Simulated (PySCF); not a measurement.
# Structure revision by computed shifts

A compound C$_{7}$H$_{13}$FOSi gives the data below (simulated from a calculation) and was assigned the structure `CC(C)(C)/C([SiH3])=C\C(=O)F`.

$^{13}$C{$^{1}$H} NMR (computed): δ 235.9 (C), 150.6 (CH), 144.6 (CH2), 26.4 (CH3, 3C), 24.6 (C).

$^{1}$H NMR (600 MHz, computed): δ 6.99 (m, 1H), 6.86 (m, 1H), 6.52 (m, 1H), 5.28 (m, 1H), 1.15 (s, 9H).

[PySCF: PBE0/pcSseg-1 with gauge-including orbitals; structure optimised with GFN2-xTB; no relativistic terms; single conformer; in vacuum; equivalent nuclei averaged]

Shifts are taken against calculated references (same method and geometry level): $^{1}$H (σref 31.72) and $^{13}$C (σref 186.93) against TMS.

Question: Compare with the shifts computed for the proposed structure, pairing carbons in order of shift.

Answer: Numbering as in the mapped SMILES `[CH3:1][C:2]([CH3:3])([CH3:4])/[C:5]([SiH3:6])=[CH:7]\[C:8](=[O:9])[F:10]`. Hydrogens are named by the atom that carries them.

```json
{"atom": "C5", "computed for proposal": "200.2", "given list": "235.9", "difference": "-35.7"}
{"atom": "C8", "computed for proposal": "162.4", "given list": "150.6", "difference": "+11.8"}
{"atom": "C7", "computed for proposal": "131.4", "given list": "144.6", "difference": "-13.2"}
{"atom": "C2", "computed for proposal": "40.2", "given list": "26.4", "difference": "+13.8"}
{"atom": "C1", "computed for proposal": "28.9", "given list": "26.4", "difference": "+2.5"}
{"atom": "C3", "computed for proposal": "28.9", "given list": "26.4", "difference": "+2.5"}
{"atom": "C4", "computed for proposal": "28.9", "given list": "24.6", "difference": "+4.3"}
```

The rms difference is 16.1 ppm and the largest -35.7 ppm at C5 (β carbon of a C=C–C=O unit). The carbon types in order of shift don't match either: C, C, CH, C, CH3, CH3, CH3 for the proposal against C, CH, CH2, CH3, CH3, CH3, C in the data. The proposal doesn't fit.

Question: Which isomer fits?

Answer: `C=CC(=O)[Si@@H](F)C(C)(C)C`.

- Carbon types of the structure: 2 × C, 1 × CH, 1 × CH2, 3 × CH3, leaving 1 H on heteroatoms.
- δC 235.9: carbonyl carbon.
- δC 150.6: α carbon of a C=C–C=O unit; as expected for a trigonal carbon in a double bond.
- δC 144.6: β carbon of a C=C–C=O unit; conjugation with the carbonyl draws π density from the β position.
- δH 6.99, 6.86: hydrogen on a β carbon of a C=C–C=O unit; attached to an sp2 carbon and in the plane of the double bond.

The shifts were computed for this structure.

Splittings by $^{19}$F in the carbon and heteronuclear signals aren't shown, as no couplings were computed. Shifts are as computed. Against solution values, carbons near 30 ppm lie about +3 ppm off and those near 130 ppm about +5 ppm. Of 1211 compounds with measured shifts, 218 miss one by over three times the rms of a fit or turn the order of signals round; such compounds aren't used in these exercises. No couplings were computed; multiplicities are counted from neighbouring protons, with m where these are inequivalent, close in shift, in a saturated or five-membered ring or joined by F or P, and br s for small geminal =CH2 splittings.
